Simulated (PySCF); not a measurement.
Partial charges of `C=C([Si@@H](O)C[SiH3])[S@@](C)=O`

C₄H₁₂O₂SSi₂.
Z-matrix (Å and degrees, GFN2-xTB geometry), rows numbered from 1:
```
C 
C   1  1.3210
Si  2  1.9036  1  127.53
O   3  1.6141  2  107.89  1   177.63
C   3  1.8982  2  111.63  1   -64.77
Si  5  1.8932  3  117.93  2    42.14
S   2  1.8169  1  115.39  3   176.33
C   7  1.8450  2   93.87  1   104.11
O   7  1.4814  2  106.57  1  -148.93
H   1  1.0773  2  121.54  3     3.53
H   1  1.0806  2  122.29  3  -176.91
H   3  1.4676  2  105.52  1    57.63
H   4  0.9802  3  114.58  2   -23.94
H   5  1.0906  3  109.25  2   -82.60
H   5  1.0891  3  106.37  2   163.94
H   6  1.4650  5  110.36  3    54.03
H   6  1.4679  5  110.23  3   -66.93
H   6  1.4664  5  109.29  3   174.08
H   8  1.0838  7  107.97  2   -62.93
H   8  1.0841  7  109.32  2    57.91
H   8  1.0855  7  107.88  2   177.72
```

Density: PBE0/pcSseg-1 (PySCF); schemes: Mulliken, IAO, Hirshfeld and ESP-fitted. Geometry: GFN2-xTB, one conformer, isolated molecule.

Task: For which atoms does the sign change between the 4 schemes (beyond +0.03 e in one, beyond −0.03 e in another)?

Result: For none.

Task: At which atom do the 4 schemes differ most?

Result: At S7: from +0.306 (ESP-fitted) to +1.099 e (IAO), 0.793 e apart.

Task: Tabulate the Mulliken, IAO, Hirshfeld and ESP-fitted charges.

Result: In e:

```csv
atom,environment,Mulliken,IAO,Hirshfeld,ESP-fitted
C1,terminal =CH2 carbon,-0.052,-0.272,-0.077,-0.248
C2,fully substituted alkene carbon,-0.726,-0.456,-0.113,-0.181
Si3,oxygen-bound silicon,+1.111,+1.146,+0.408,+0.880
O4,silanol oxygen,-0.572,-0.818,-0.324,-0.733
C5,sp3 carbon bound to silicon,-0.872,-0.847,-0.250,-0.576
Si6,SiH3 silicon,+0.453,+0.601,+0.307,+0.371
S7,sulfinyl sulfur,+0.662,+1.099,+0.352,+0.306
C8,S-methyl carbon,-0.396,-0.567,-0.128,-0.409
O9,sulfinyl oxygen,-0.654,-0.875,-0.318,-0.454
H10,vinylic hydrogen,+0.143,+0.159,+0.056,+0.137
H11,vinylic hydrogen,+0.123,+0.153,+0.049,+0.143
H12,Si–H hydrogen,-0.091,-0.156,-0.086,-0.182
H13,hydroxyl hydrogen,+0.269,+0.352,+0.112,+0.425
H14,methylene hydrogen,+0.177,+0.169,+0.046,+0.160
H15,methylene hydrogen,+0.177,+0.171,+0.048,+0.168
H16,Si–H hydrogen,-0.077,-0.125,-0.079,-0.101
H17,Si–H hydrogen,-0.079,-0.125,-0.084,-0.097
H18,Si–H hydrogen,-0.071,-0.113,-0.078,-0.097
H19,methyl hydrogen,+0.146,+0.165,+0.049,+0.143
H20,methyl hydrogen,+0.169,+0.167,+0.053,+0.158
H21,methyl hydrogen,+0.160,+0.170,+0.056,+0.189
```

Mean size of the charges over all atoms: IAO 0.415 e, Mulliken 0.342 e, ESP-fitted 0.293 e, Hirshfeld 0.146 e. Each set sums to the total charge, 0, to within 0.001 e. The ESP scheme fits charges at the nuclei, held to the total charge, to the electrostatic potential on points at 1.4 to 2.0 times the van der Waals radii.

Task: Sum the charges by element, for elements with more than one atom.

Result: 
```csv
element,atoms,Mulliken,IAO,Hirshfeld,ESP-fitted
C,4,-2.045,-2.142,-0.567,-1.415
Si,2,+1.564,+1.747,+0.715,+1.251
O,2,-1.226,-1.692,-0.643,-1.187
H,12,+1.045,+0.988,+0.142,+1.045
```

Task: How many electrons does the Hirshfeld scheme count on C8?

Result: Z − q = 6 − (-0.128) = 6.128.
